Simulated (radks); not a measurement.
Q: Tm4+, 65 electrons, occupied as [Xe] 4f9 5d2 (not the ground configuration). All-electron calculation, scalar-relativistic Kohn-Sham, PBE, spin-polarised, spherical densities, finite nucleus; open shells are filled with parallel spins first (spin-orbit coupling, left out, can overturn this in heavy ions); Fermi nuclear charge, rms radius 5.2256 fm. Program: a radial shooting solver on a logarithmic mesh with Libxc functionals. Some entries of the table are withheld. Estimate them.

orbital  occ.  eigenvalue (eV)  <r^2> (bohr^2)  r(max) (bohr)
1s down     1        -59348.32       0.0005486        0.01261
1s up       1        -59348.32       0.0005486        0.01261
2s up       1        -10076.73        0.008519        0.07190
2s down     1        -10076.53        0.008518        0.07190
2p up       3        -8906.739        0.006948        0.05855
2p down     3        -8906.588        0.006947        0.05855
3s up       1        -2328.528         0.05586         0.2033
3s down     1        -2325.811         0.05578         0.2033
3p up       3        -1974.164         0.05632         0.2003
3p down     3        -1971.442         0.05623         0.2002
3d up       5        -1535.814         0.04696         0.1634
3d down     5        -1533.688         0.04685         0.1633
4s up       1        -522.1996          0.2765         0.4634
4s down     1        -516.7216          0.2768         0.4634
4p up       3        -404.8263          0.3119         0.4841
4p down     3        -399.4773          0.3124         0.4841
4d up       5        -248.7973          0.3644         0.4979
4d down     5        -243.5517          0.3658         0.4980
5s up       1        -111.7634           1.471          1.047
5s down     1        -108.5063           1.485          1.051
5p up       3         -81.0536             (1)          1.170
5p down     3         -78.0896             (2)          1.175
4f up       7         -76.2580          0.5383         0.4783
4f down     2         -71.1581          0.5531         0.4799
5d up       2              (3)           3.378          1.474
5d down     0              (4)           3.489          1.485

A: 
(1) 5p up <r^2> (bohr^2): 1.917
(2) 5p down <r^2> (bohr^2): 1.942
(3) 5d up eigenvalue (eV): -43.6850
(4) 5d down eigenvalue (eV): -41.2431
